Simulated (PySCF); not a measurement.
## Radial density of Sr (strontium, neutral)

BP86, [Kr] 5s1 5p1, high-spin 3P determinant (an excited configuration). Calculation: PySCF 2.14, in aug-cc-pVTZ-X2C; scalar relativity by spin-free X2C-1e.

```csv
r (bohr),4πr²ρ (e/bohr),4πr²(ρα − ρβ)
0.0430,42.07,0.0014
0.0723,42.93,0.0053
0.122,57.62,0.0106
0.204,37.93,0.0002
0.344,39.60,0.0277
0.579,27.28,0.0001
0.973,8.010,0.0813
1.64,5.295,0.0070
2.75,0.9016,0.2947
4.63,0.4685,0.4624
7.79,0.09838,0.0984
13.1,0.002238,0.0022
```

Densities and radii are taken from the X2C orbitals without a picture-change correction, which distorts them close to the nucleus.
